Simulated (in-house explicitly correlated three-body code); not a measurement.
Computed with an exponentially correlated three-body code. Model: two electrons around a point charge, non-relativistic, variational in 260 exponentially correlated functions (energies converged to about 1e-7 hartree, or 1e-8 relative for large Z).

For two electrons in a singlet the Kohn-Sham orbital is the square root of half the density, so the exact Kohn-Sham potential and energy parts follow from the density alone, and exchange is minus half the Hartree energy. The Kohn-Sham level equals minus the binding energy of the second electron.

Command:
```bash
python run_hyl.py task.json out
```
Settings (lengths in bohr, energies in hartree):
```
Z                      1.27
interaction_strength   1
functions              260
states_tried           13
```

Run time, properties included: 39 s on 1 thread of Intel(R) Xeon(R) Platinum 8259CL CPU @ 2.50GHz (Skylake/Cascade Lake) (shared host).

**Those bound S and P states to n = 4 that converged, binding against the one-electron ion.**

Given: nuclear charge 1.27.

Computed: one-electron threshold -0.80645 hartree.

```
term  energy (hartree)  binding (eV)  quantum defect
1 1S      -0.971501636        4.4913         0.53006
2 3S      -0.824900118       0.50205         0.59444
2 1S      -0.820508884       0.38256         0.38982
2 3P      -0.815817318        0.2549         0.02739
2 1P                 ?             ?               ?
3 3S      -0.812713138       0.17043         0.58758
3 1S                 ?             ?               ?
3 3P      -0.810584138        0.1125        0.030685
3 1P      -0.810509095       0.11045       0.0033628
4 3S      -0.809576911      0.085088         0.58578
4 3P      -0.808764696      0.062986        0.031725
```

What belongs in the row 2 1P?

energy (hartree): -0.815598454; binding (eV): 0.24894; quantum defect: 0.0039339.

What belongs in the row 3 1S?

energy (hartree): -0.811765408; binding (eV): 0.14464; quantum defect: 0.38133.

**Exact Kohn-Sham parts of the ground state from its density.**

Computed: total energy -0.971501636 hartree; Hartree energy 1.1258 hartree; exchange energy -0.56288 hartree; DFT correlation energy -0.040503 hartree; kinetic part of the DFT correlation energy 0.031553 hartree; potential part of the DFT correlation energy -0.072055 hartree; exact minus restricted Hartree-Fock -0.040068 hartree; Kohn-Sham level -4.4913 eV; dipole polarisability 20.217 bohr³; C6 of two such species 73.616 hartree·bohr⁶.

What is the restricted Hartree-Fock level?

-4.9559 eV.

What is the Kohn-Sham kinetic?

0.93995 hartree.

**Functionals on the exact density and self-consistent, errors are functional minus exact, hybrids only self-consistent, a dash where a self-consistent run leaves the top level unbound.**

```json
{"result": "PBE0", "exchange error (millihartree)": "-", "correlation error (millihartree)": "-", "functional driven error (millihartree)": "-", "density driven error (millihartree)": "-", "self consistent total error (millihartree)": "3.5233", "top level plus exact binding (eV)": "2.8674"}
{"result": "revTPSS", "exchange error (millihartree)": "-6.2075", "correlation error (millihartree)": "-0.54471", "functional driven error (millihartree)": "-6.7523", "density driven error (millihartree)": "-0.1883", "self consistent total error (millihartree)": "-6.9406", "top level plus exact binding (eV)": "3.8525"}
{"result": "wB97X", "exchange error (millihartree)": "-", "correlation error (millihartree)": "-", "functional driven error (millihartree)": "-", "density driven error (millihartree)": "-", "self consistent total error (millihartree)": "-3.2282", "top level plus exact binding (eV)": "0.25802"}
{"result": "AM05", "exchange error (millihartree)": "55.184", "correlation error (millihartree)": "-34.936", "functional driven error (millihartree)": "20.248", "density driven error (millihartree)": "-0.78392", "self consistent total error (millihartree)": "19.465", "top level plus exact binding (eV)": "4.1626"}
{"result": "TPSS", "exchange error (millihartree)": "-7.0221", "correlation error (millihartree)": "3.0021", "functional driven error (millihartree)": "-4.02", "density driven error (millihartree)": "-0.28559", "self consistent total error (millihartree)": "-4.3056", "top level plus exact binding (eV)": "3.9537"}
{"result": "SCAN", "exchange error (millihartree)": "-7.1056", "correlation error (millihartree)": "6.8672", "functional driven error (millihartree)": "-0.23846", "density driven error (millihartree)": "-0.15366", "self consistent total error (millihartree)": "-0.39213", "top level plus exact binding (eV)": "3.833"}
{"result": "LDA VWN5", "exchange error (millihartree)": "?", "correlation error (millihartree)": "?", "functional driven error (millihartree)": "?", "density driven error (millihartree)": "?", "self consistent total error (millihartree)": "?", "top level plus exact binding (eV)": "?"}
{"result": "r2SCAN0", "exchange error (millihartree)": "-", "correlation error (millihartree)": "-", "functional driven error (millihartree)": "-", "density driven error (millihartree)": "-", "self consistent total error (millihartree)": "1.5102", "top level plus exact binding (eV)": "2.6762"}
{"result": "OLYP", "exchange error (millihartree)": "-6.5172", "correlation error (millihartree)": "4.2548", "functional driven error (millihartree)": "-2.2624", "density driven error (millihartree)": "-1.2519", "self consistent total error (millihartree)": "-3.5144", "top level plus exact binding (eV)": "4.155"}
{"result": "RPBE", "exchange error (millihartree)": "-11.173", "correlation error (millihartree)": "4.393", "functional driven error (millihartree)": "-6.7798", "density driven error (millihartree)": "-0.84578", "self consistent total error (millihartree)": "-7.6256", "top level plus exact binding (eV)": "4.0677"}
{"result": "r2SCAN", "exchange error (millihartree)": "?", "correlation error (millihartree)": "?", "functional driven error (millihartree)": "?", "density driven error (millihartree)": "?", "self consistent total error (millihartree)": "?", "top level plus exact binding (eV)": "?"}
{"result": "PW91", "exchange error (millihartree)": "-2.7557", "correlation error (millihartree)": "2.1873", "functional driven error (millihartree)": "-0.56838", "density driven error (millihartree)": "-0.70443", "self consistent total error (millihartree)": "-1.2728", "top level plus exact binding (eV)": "4.0393"}
{"result": "PBE", "exchange error (millihartree)": "-1.024", "correlation error (millihartree)": "4.393", "functional driven error (millihartree)": "3.369", "density driven error (millihartree)": "-0.64633", "self consistent total error (millihartree)": "2.7227", "top level plus exact binding (eV)": "4.0841"}
{"result": "M06-L", "exchange error (millihartree)": "-8.3695", "correlation error (millihartree)": "6.8253", "functional driven error (millihartree)": "-1.5442", "density driven error (millihartree)": "-2.2867", "self consistent total error (millihartree)": "-3.8309", "top level plus exact binding (eV)": "3.9038"}
```

What belongs in the row LDA VWN5?

exchange error (millihartree): 73.843; correlation error (millihartree): -46.526; functional driven error (millihartree): 27.317; density driven error (millihartree): -1.0299; self consistent total error (millihartree): 26.287; top level plus exact binding (eV): 4.0385.

What belongs in the row r2SCAN?

exchange error (millihartree): -7.1056; correlation error (millihartree): 6.8672; functional driven error (millihartree): -0.23846; density driven error (millihartree): -0.15366; self consistent total error (millihartree): -0.39213; top level plus exact binding (eV): 3.833.

**Density and exact potentials over r, pair density (one pair, times 4 pi r12^2) and exact minus Kohn-Sham pair density over r12.**

```csv
radius (bohr),radial density (electrons/bohr),exchange potential (hartree),intracule density (1/bohr),Coulomb hole against Kohn-Sham (1/bohr),correlation potential (hartree)
0.169,0.17962,-0.93963,0.005036,-0.007317,-0.058
0.2,0.233,-0.93314,0.0071788,-0.009964,-0.054
0.237,0.29873,-0.92451,0.010269,-0.0135,-0.049
0.28,?,?,?,?,?
0.331,0.46361,-0.89923,0.02075,-0.02376,-0.036
0.392,0.56173,-0.88097,0.029532,-0.03092,-0.027
0.464,0.66359,-0.85821,0.041782,-0.03934,-0.017
0.549,0.76181,-0.83036,0.058608,-0.04862,-0.006
0.649,0.84656,-0.79709,0.081136,-0.05787,0.005
0.768,0.90792,-0.75779,0.11074,-0.06562,0.017
0.909,?,?,?,?,?
1.08,0.91986,-0.66125,0.19273,-0.06709,0.035
1.27,0.86422,-0.60888,0.23838,-0.05658,0.039
1.5,0.76987,-0.55241,0.28298,-0.03721,0.039
1.78,0.64439,-0.49319,0.31737,-0.01093,0.035
2.11,0.50602,-0.43502,0.32952,0.0154,0.028
2.49,0.37316,-0.38066,0.31269,0.03378,0.019
2.95,0.25205,-0.32874,0.26568,0.03971,0.012
3.49,0.15554,-0.28196,0.19859,0.03294,0.006
4.13,0.085865,-0.24031,0.12748,0.01957,0.003
4.88,0.041846,-0.20428,0.069061,0.007417,0.001
5.77,0.017415,-0.17312,0.030601,0.0006156,0
6.83,0.0059783,-0.14637,0.010752,-0.001264,0
```

What belongs in the row 0.28?

radial density (electrons/bohr): 0.37539; exchange potential (hartree): -0.91347; intracule density (1/bohr): 0.014596; Coulomb hole against Kohn-Sham (1/bohr): -0.01801; correlation potential (hartree): -0.043.

What belongs in the row 0.909?

radial density (electrons/bohr): 0.93506; exchange potential (hartree): -0.71271; intracule density (1/bohr): 0.14786; Coulomb hole against Kohn-Sham (1/bohr): -0.06962; correlation potential (hartree): 0.027.

The density-driven part is never positive, since each functional's own density lowers its energy. Here it is small beside the functional-driven part (median ratio 0.19), the normal case. The correlation energy of density-functional theory lies 0.43 millihartree below exact minus Hartree-Fock, because the Hartree-Fock density, unlike the exact one, minimises the Hartree-Fock energy.
